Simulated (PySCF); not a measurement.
The third ionisation energy along group 14

All values are computed (PySCF 2.14, energy differences of UHF-based or UKS calculations, no spin-orbit coupling). Values in eV. The last column holds reference values (NIST; (s) semi-empirical, (t) theoretical, else measured). Unmarked ones compare directly (S terms, centres of terms, or small fine structure); those marked * lie between the lowest fine-structure levels and include a spin-orbit shift.

```csv
element,configurations,UHF,MP2 (valence),SCS-MP2 (valence),reference
"C (cc-pVTZ, non-relativistic)",[He] 2s2 → [He] 2s1,45.786,46.956,47.190,47.888
"Ge (cc-pVTZ-PP with ECP10MDF, ECP)",[Ar] 3d10 4s2 → [Ar] 3d10 4s1,32.194,32.979,33.136,34.058
"Sn (cc-pVTZ-PP with ECP28MDF, ECP)",[Kr] 4d10 5s2 → [Kr] 4d10 5s1,28.537,29.208,29.342,30.506
"Pb (cc-pVTZ-PP with ECP60MDF, ECP)",[Xe] 4f14 5d10 6s2 → [Xe] 4f14 5d10 6s1,29.771,30.322,30.432,31.937
```

Q: Which of these methods has the smallest mean absolute error against the measured values here?

A: SCS-MP2 (valence), with 1.072 eV.

```tsv
method	elements	mean error (eV)	mean absolute error (eV)	largest error (eV)
UHF	4	-2.025	2.025	-2.166
MP2 (valence)	4	-1.231	1.231	-1.616
SCS-MP2 (valence)	4	-1.072	1.072	-1.506
```

Errors include the incompleteness of the basis and the frozen core.

"Valence" correlates the outer s and p shells and, in groups 3 to 12 and the f block, the outer d or f shell, open or full, or the next shell where the ion has no valence electron left; the wider scheme adds the next inner shell.
